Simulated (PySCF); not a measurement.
# Stationary points of I₃

All numbers come from PySCF, B3LYP, basis I def2-SVP with ECP28 (scalar-relativistic core potentials, no spin–orbit coupling, density fitting).

Relaxations began from a few typed shapes; open shells are unrestricted. The search is not exhaustive: other isomers or separated fragments can lie lower, and high-lying points may rest on an excited occupation.

```
   spin  group             bonds        angles  imaginary modes (cm⁻¹)  ΔE (kJ/mol)  ΔE with ZPE (kJ/mol)
doublet    C2v  I–I 2.882 Å (×2)  I–I–I 150.1°                    none          0.0                   0.0
doublet    C2v  I–I 2.882 Å (×2)  I–I–I 150.6°                    none          0.4                   0.4
doublet    D∞h  I–I 2.895 Å (×2)  I–I–I 180.0°                     50i          7.6                     –
```

The lowest minimum found is the doublet C2v: I–I 2.882 Å (×2); I–I–I 150.1°.

For the lowest minimum: with an element this heavy the missing spin–orbit coupling can shift these numbers.

The electron or spin density has lower symmetry than the nuclear frame for the doublet D∞h at 7.6 kJ/mol.
